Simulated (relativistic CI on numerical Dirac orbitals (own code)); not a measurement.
V+ (3d4) in a crystal field

Calculated by Dirac-Coulomb-Breit CI, KLI orbitals optimised for each configuration, a model potential for QED, one configuration in a parametric crystal field, unscaled Slater integrals (own radial code). With so little scaling, terms lie 10 to 35 % too far apart, which can change the order of excited levels.

Field parameters in Wybourne normalisation: D3d B²₀ = −7Dσ, B⁴₀ = −14Dq − 21Dτ, B⁴₃ = −14√(10/7) Dq. The field is a parameter set, without covalency.

S is read from ⟨S²⟩ = S(S + 1).

Powder χT (cm³ K mol⁻¹) by Van Vleck's formula, with temperature-independent terms:

| Field | 2 K | 5 K | 10 K | 20 K | 50 K | 100 K | 200 K | 300 K |
| --- | --- | --- | --- | --- | --- | --- | --- | --- |
| D3d, 10Dq = 14450, Dσ = -1200, Dτ = 40 cm⁻¹ | 2.09 | 2.39 | 2.59 | 2.77 | 2.91 | 2.96 | 2.99 | 3 |
| D3d, 10Dq = 14450, Dσ = 1200, Dτ = 40 cm⁻¹ | 1.88 | 2.19 | 2.47 | 2.71 | 2.89 | 2.95 | 2.98 | 3 |
| D3d, 10Dq = 14450, Dσ = 980, Dτ = 40 cm⁻¹ | 1.98 | 2.33 | 2.6 | 2.79 | 2.92 | 2.96 | 2.99 | 3 |
| D3d, 10Dq = 14450, Dσ = 760, Dτ = 40 cm⁻¹ | 2.1 | 2.48 | 2.72 | 2.86 | 2.95 | 2.97 | 2.99 | 3 |
| D3d, 10Dq = 14450, Dσ = 550, Dτ = 40 cm⁻¹ | 2.2 | 2.61 | 2.82 | 2.92 | 2.96 | 2.98 | 2.99 | 3 |
| D3d, 10Dq = 14450, Dσ = 330, Dτ = 40 cm⁻¹ | 2.22 | 2.72 | 2.89 | 2.95 | 2.98 | 2.98 | 2.99 | 3 |
| D3d, 10Dq = 14450, Dσ = 110, Dτ = 40 cm⁻¹ | 2.15 | 2.77 | 2.92 | 2.96 | 2.98 | 2.99 | 2.99 | 3 |
| D3d, 10Dq = 14450, Dσ = -110, Dτ = 40 cm⁻¹ | 2.25 | 2.75 | 2.9 | 2.96 | 2.98 | 2.99 | 2.99 | 3 |

Task: For D3d, 10Dq = 14450, Dσ = 110, Dτ = 40 cm⁻¹: what effective moment follows at 300 K?

Result: μ_eff = √(8χT) = 4.90 μB. The ground level has S = 2.00; the spin-only moment for S = 2 is 4.90 μB. The difference comes from the orbital moment, spin-orbit mixing of terms and temperature-independent paramagnetism, all larger in this ionic model than in covalent complexes.
